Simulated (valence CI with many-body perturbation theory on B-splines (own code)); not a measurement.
**Level structure of Ir XXXVIII**

Computed by valence CI with perturbative core correlation (CI+MBPT): four valence electrons over a frozen Dirac-Fock core [Kr], radial functions for each j: 7 s, 7 p, 8 d, 6 f, 4 g, 1 h, with the one-electron correlation potential Σ1, the two-electron term Σ2, the three-electron term Σ3, Breit, model QED; selected CI, second order for the rest, scaled by the run's own slope (own B-spline code, finite nucleus).

No measured spectrum was set against this ion. As an estimate, large intervals hold to a few tenths of a per cent, small ones and those within an open d or f shell to about a per cent. Only levels of the ground parity were solved; by the run's estimate the other parity begins above the list, which can be wrong where configurations are misplaced.

Levels 1 to 31 of 31, with energies above the lowest level, (4d3/2^4) J=0. "Leading %" is the weight of the configuration and term that name the level; weights of strongly mixed levels are sums over their largest components and can fall short, so below about 35 % the name and the second component can differ from the true leading terms, or belong to a minority configuration. In the jj column 3d3/2^4 stands for four electrons in 3d with j = 3/2. Lifetimes count E1, E2, E3, M1 and M2 decay at the calculated energies, and are blank where another channel may lead or the interval is too uncertain; long ones can be off by a factor of two.

```
No.  Configuration  Term  J  E (cm⁻¹)  Leading %      g  Lifetime               Leading jj
  1            4d⁴    ³P  0         0         59                            4d3/2^4 (98 %)
  2            4d⁴    ⁵D  1    150360         60  1.496   11.4 μs     4d3/2^3 4d5/2 (98 %)
  3            4d⁴    ³F  4    192720         29  1.074               4d3/2^3 4d5/2 (98 %)
  4            4d⁴    ⁵D  2    196670         40  1.232    544 μs     4d3/2^3 4d5/2 (91 %)
  5            4d⁴    ³F  3    208350         29  1.140   17.7 ms     4d3/2^3 4d5/2 (93 %)
  6            4d⁴    ⁵D  0    330820         65          4.17 μs   4d3/2^2 4d5/2^2 (97 %)
  7            4d⁴    ⁵D  2    334790         48  1.246   6.20 μs   4d3/2^2 4d5/2^2 (93 %)
  8            4d⁴    ³H  4    341870         40  1.152   11.2 μs   4d3/2^2 4d5/2^2 (97 %)
  9            4d⁴    ⁵D  3    346030         48  1.166   11.2 μs   4d3/2^2 4d5/2^2 (92 %)
 10            4d⁴    ³H  5    362150         67  1.084   21.3 μs  4d3/2^2 4d5/2^2 (100 %)
 11            4d⁴    ³P  1    373570         42  1.097   10.2 μs   4d3/2^2 4d5/2^2 (95 %)
 12            4d⁴    ¹I  6    374120         52  1.076   45.6 ms   4d3/2^2 4d5/2^2 (99 %)
 13            4d⁴    ³F  3    386880         44  1.081             4d3/2^2 4d5/2^2 (97 %)
 14            4d⁴    ³G  4    389090         55  1.033   49.9 μs   4d3/2^2 4d5/2^2 (98 %)
 15            4d⁴    ³F  2    392960         32  1.084   34.8 μs   4d3/2^2 4d5/2^2 (97 %)
 16            4d⁴    ³F  2    433720         49  0.990   7.38 μs   4d3/2^2 4d5/2^2 (96 %)
 17            4d⁴    ³F  4    447820         65  1.196   25.5 μs   4d3/2^2 4d5/2^2 (94 %)
 18            4d⁴    ¹D  2    485570         38  1.142   92.9 μs   4d3/2^2 4d5/2^2 (92 %)
 19            4d⁴    ⁵D  4    525130         34  1.155   4.80 μs     4d3/2 4d5/2^3 (93 %)
 20            4d⁴    ³F  3    527840         44  1.188   4.24 μs     4d3/2 4d5/2^3 (96 %)
 21            4d⁴    ³P  0    530500         61          14.3 μs   4d3/2^2 4d5/2^2 (74 %)
 22            4d⁴    ³D  1    543900         52  0.972   3.31 μs     4d3/2 4d5/2^3 (96 %)
 23            4d⁴    ³G  5    548700         67  1.141   8.69 μs    4d3/2 4d5/2^3 (100 %)
 24            4d⁴    ³H  6    552990         52  1.082   10.1 μs     4d3/2 4d5/2^3 (99 %)
 25            4d⁴    ³F  2    574030         47  1.064   5.10 μs     4d3/2 4d5/2^3 (94 %)
 26            4d⁴    ³D  3    580830         36  1.090   6.96 μs     4d3/2 4d5/2^3 (98 %)
 27            4d⁴    ¹S  0    607770         78          9.65 μs     4d3/2 4d5/2^3 (69 %)
 28            4d⁴    ³P  1    625740         90  1.419   5.68 μs     4d3/2 4d5/2^3 (98 %)
 29            4d⁴    ³F  3    626320         65  1.060   8.40 μs     4d3/2 4d5/2^3 (99 %)
 30            4d⁴    ¹G  4    631760         67  1.048   6.66 μs     4d3/2 4d5/2^3 (96 %)
 31            4d⁴    ¹D  2    642210         63  1.117   7.74 μs     4d3/2 4d5/2^3 (86 %)
```

The ionisation energy to 4d³ ⁴F3/2 of the next ion comes out as 1685 eV (NIST: 1684 ± 4 eV (theoretical)). All 31 levels together are meant to be complete up to 667890 cm⁻¹.
